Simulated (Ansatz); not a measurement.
Ansatz results at the PBE0-D4/def2-TZVP geometry: LUMO energy (ωB97M-V/def2-TZVPP) 1.40 eV; LUMO energy (B3LYP/def2-TZVPP) -0.53 eV; LUMO energy (PBE/def2-TZVPP) -1.22 eV.

Each molecule was computed in one conformer, which needn't be the lowest.

Problem. Which molecule gave them?
A. `C[O][Hf]1234([CH3])([O]C)[C@@H]5[C@H]1[C@H]2[C@@]3(F)[C@@H]54`
B. `CC[C@@]12[C@H]3[C@H]4[C@H]5[C@@H]1[Hf]4532([CH3])([Cl])[N](C)C`
C. `[OH][Hf]12345678([F])([C@H]9[C@@H]1[C@@H]2[C@@H]3[C@H]94)[C@H]1[C@@H]5[C@@H]6[C@@H]7[C@H]18`
D. `C[O][Sc]1234([N](C)C)[C@@H]5[C@H]1[C@H]2[C@@]3(C)[C@@H]54`

Solution. C. The others give `C[O][Hf]1234([CH3])([O]C)[C@@H]5[C@H]1[C@H]2[C@@]3(F)[C@@H]54`: 1.34, -0.18, -0.85; `CC[C@@]12[C@H]3[C@H]4[C@H]5[C@@H]1[Hf]4532([CH3])([Cl])[N](C)C`: 1.24, -0.94, -1.63; `C[O][Sc]1234([N](C)C)[C@@H]5[C@H]1[C@H]2[C@@]3(C)[C@@H]54`: 0.43, -1.41, -2.01.

B3LYP here is the variant with VWN-RPA as its local correlation; programs differ in this.
